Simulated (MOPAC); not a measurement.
Input for MOPAC: AM1 on H9PSi2 (a complex), monomers drawn apart or pushed together.

```
AM1 1SCF PRECISE CHARGE=0 THREADS=1
H9PSi2

P     -0.36015277 1     0.22824267 1    -0.07538392 1
H      0.78130393 1    -0.17925121 1     0.66057054 1
H      0.36734412 1     1.17819255 1    -0.83874835 1
H     -0.74946775 1     1.18355776 1     0.89774846 1
Si     0.76331002 1     0.69382292 1     5.33109616 1
Si    -0.72200948 1    -1.11951705 1     5.26916270 1
H      0.10949890 1     1.91870343 1     4.81105613 1
H      1.96462165 1     0.41103950 1     4.50979523 1
H      1.19266163 1     0.94301874 1     6.72926726 1
H     -1.90679097 1    -0.83491190 1     6.11481840 1
H     -0.05496717 1    -2.34114212 1     5.78157078 1
H     -1.18259614 1    -1.37919258 1     3.88405725 1
```

It printed:

```
*******************************************************************************
 **                                                                           **
 **                              MOPAC v23.2.5                                **
 **                                                                           **
 *******************************************************************************
 ** MOPAC's Digital Object Identifier: https://doi.org/10.5281/zenodo.6511958 **
 **                                                                           **
 ** Please cite the open-source release paper for use of this MOPAC version:  **
 ** J. E. Moussa and J. J. P. Stewart (2026)                                  **
 ** MOPAC: An open-source semiempirical molecular orbital program             **
 ** J. Open Source Softw., 11(119), 8025, https://doi.org/10.21105/joss.08025 **
 *******************************************************************************

                              AM1 CALCULATION RESULTS

 *******************************************************************************
 *  AM1        - The AM1 Hamiltonian to be used
 *
 *
 *
 *                 CHARGE ON SYSTEM = 0
 *
 *
 *
 *  PRECISE    - TIGHTER CRITERIA TO BE USED
 *  1SCF       - DO 1 SCF AND THEN STOP
 *  THREADS=1  - MULTI-THREADING NOT USED
 *  T=         - A TIME OF 172800.0 SECONDS REQUESTED
 *  DUMP=N     - RESTART FILE WRITTEN EVERY 7200.0 SECONDS REQUESTED
 *******************************************************************************
AM1 1SCF PRECISE CHARGE=0 THREADS=1
 H9PSi2

   ATOM   CHEMICAL          X               Y               Z
  NUMBER   SYMBOL      (ANGSTROMS)     (ANGSTROMS)     (ANGSTROMS)

     1       P         -0.36015277  *   0.22824267  *  -0.07538392  *
     2       H          0.78130393  *  -0.17925121  *   0.66057054  *
     3       H          0.36734412  *   1.17819255  *  -0.83874835  *
     4       H         -0.74946775  *   1.18355776  *   0.89774846  *
     5      Si          0.76331002  *   0.69382292  *   5.33109616  *
     6      Si         -0.72200948  *  -1.11951705  *   5.26916270  *
     7       H          0.10949890  *   1.91870343  *   4.81105613  *
     8       H          1.96462165  *   0.41103950  *   4.50979523  *
     9       H          1.19266163  *   0.94301874  *   6.72926726  *
    10       H         -1.90679097  *  -0.83491190  *   6.11481840  *
    11       H         -0.05496717  *  -2.34114212  *   5.78157078  *
    12       H         -1.18259614  *  -1.37919258  *   3.88405725  *



          CARTESIAN COORDINATES

    NO.       ATOM           X           Y           Z

     1         P         -0.3602      0.2282     -0.0754
     2         H          0.7813     -0.1793      0.6606
     3         H          0.3673      1.1782     -0.8387
     4         H         -0.7495      1.1836      0.8977
     5        Si          0.7633      0.6938      5.3311
     6        Si         -0.7220     -1.1195      5.2692
     7         H          0.1095      1.9187      4.8111
     8         H          1.9646      0.4110      4.5098
     9         H          1.1927      0.9430      6.7293
    10         H         -1.9068     -0.8349      6.1148
    11         H         -0.0550     -2.3411      5.7816
    12         H         -1.1826     -1.3792      3.8841

  H: (AM1): M.J.S. DEWAR ET AL, J. AM. CHEM. SOC. 107 3902-3909 (1985)
 Si: (AM1): M.J.S.DEWAR, C. JIE, ORGANOMETALLICS, 6, 1486-1490 (1987).
  P: (AM1): M.J.S.DEWAR, JIE, C, THEOCHEM, 187, 1 (1989)

           Empirical Formula: H9 P Si2  =    12 atoms



      MOLECULAR POINT GROUP   :   Cs


      RHF CALCULATION, NO. OF DOUBLY OCCUPIED LEVELS = 11


 -------------------------------------------------------------------------------
 AM1 1SCF PRECISE CHARGE=0 THREADS=1
 H9PSi2



     1SCF WAS SPECIFIED, SO BFGS WAS NOT USED
     SCF FIELD WAS ACHIEVED


                              AM1 CALCULATION
                                                       MOPAC v23.2.5 Linux




          FINAL HEAT OF FORMATION =         29.71891 KCAL/MOL =     124.34390 KJ/MOL


          COSMO AREA              =        174.11 SQUARE ANGSTROMS
          COSMO VOLUME            =        167.02 CUBIC ANGSTROMS

          IONIZATION POTENTIAL    =         10.587907 EV
          HOMO LUMO ENERGIES (EV) =        -10.588 -0.972
          NO. OF FILLED LEVELS    =         11
          MOLECULAR WEIGHT        =         96.2159         POINT GROUP:  Cs

          MOLECULAR DIMENSIONS (Angstroms)

            Atom       Atom       Distance
            H     9    H     3     7.61652
            H    11    H     7     4.23710
            H    10    H     8     3.93782


          SCF CALCULATIONS        =          1





   ATOM   CHEMICAL          X               Y               Z
  NUMBER   SYMBOL      (ANGSTROMS)     (ANGSTROMS)     (ANGSTROMS)

     1       P         -0.36015277  *   0.22824267  *  -0.07538392  *
     2       H          0.78130393  *  -0.17925121  *   0.66057054  *
     3       H          0.36734412  *   1.17819255  *  -0.83874835  *
     4       H         -0.74946775  *   1.18355776  *   0.89774846  *
     5      Si          0.76331002  *   0.69382292  *   5.33109616  *
     6      Si         -0.72200948  *  -1.11951705  *   5.26916270  *
     7       H          0.10949890  *   1.91870343  *   4.81105613  *
     8       H          1.96462165  *   0.41103950  *   4.50979523  *
     9       H          1.19266163  *   0.94301874  *   6.72926726  *
    10       H         -1.90679097  *  -0.83491190  *   6.11481840  *
    11       H         -0.05496717  *  -2.34114212  *   5.78157078  *
    12       H         -1.18259614  *  -1.37919258  *   3.88405725  *

                             CARTESIAN COORDINATES

   1    P       -0.360152770     0.228242670    -0.075383920
   2    H        0.781303930    -0.179251210     0.660570540
   3    H        0.367344120     1.178192550    -0.838748350
   4    H       -0.749467750     1.183557760     0.897748460
   5   Si        0.763310020     0.693822920     5.331096160
   6   Si       -0.722009480    -1.119517050     5.269162700
   7    H        0.109498900     1.918703430     4.811056130
   8    H        1.964621650     0.411039500     4.509795230
   9    H        1.192661630     0.943018740     6.729267260
  10    H       -1.906790970    -0.834911900     6.114818400
  11    H       -0.054967170    -2.341142120     5.781570780
  12    H       -1.182596140    -1.379192580     3.884057250


           Empirical Formula: H9 P Si2  =    12 atoms



      MOLECULAR POINT GROUP   :   Cs


                  EIGENVALUES
 -20.91401 -16.05475 -15.38041 -13.10172 -13.09558 -12.71777 -12.70788 -11.93122
 -11.91714 -10.90980 -10.58791  -0.97183   1.13976   1.14231   1.22020   1.44521
   1.44696   1.64634   1.64733   1.90132   2.02366


              NET ATOMIC CHARGES AND DIPOLE CONTRIBUTIONS

  ATOM NO.   TYPE          CHARGE      No. of ELECS.   s-Pop       p-Pop
    1          P          -0.073505        5.0735     1.81360     3.25990
    2          H           0.024303        0.9757     0.97570
    3          H           0.024898        0.9751     0.97510
    4          H           0.024293        0.9757     0.97571
    5         Si           0.318919        3.6811     0.90070     2.78038
    6         Si           0.328277        3.6717     0.89971     2.77201
    7          H          -0.111124        1.1111     1.11112
    8          H          -0.111755        1.1118     1.11176
    9          H          -0.105330        1.1053     1.10533
   10          H          -0.106936        1.1069     1.10694
   11          H          -0.107123        1.1071     1.10712
   12          H          -0.104916        1.1049     1.10492
 DIPOLE           X         Y         Z       TOTAL
 POINT-CHG.     0.093     0.082     0.117     0.170
 HYBRID         1.352     1.371     0.857     2.108
 SUM            1.445     1.453     0.974     2.269


          ATOMIC ORBITAL ELECTRON POPULATIONS

     Atom    s        px        py        pz
    1  P   1.81360   1.09883   1.10050   1.06058
    2  H   0.97570
    3  H   0.97510
    4  H   0.97571
    5 Si   0.90070   0.93011   0.94683   0.90343
    6 Si   0.89971   0.92763   0.94038   0.90400
    7  H   1.11112
    8  H   1.11176
    9  H   1.10533
   10  H   1.10694
   11  H   1.10712
   12  H   1.10492

 **********************
 *                    *
 * JOB ENDED NORMALLY *
 *                    *
 **********************




 == MOPAC DONE ==
```

The run finished.

Cost: about 0.03 core-seconds (a rough figure).
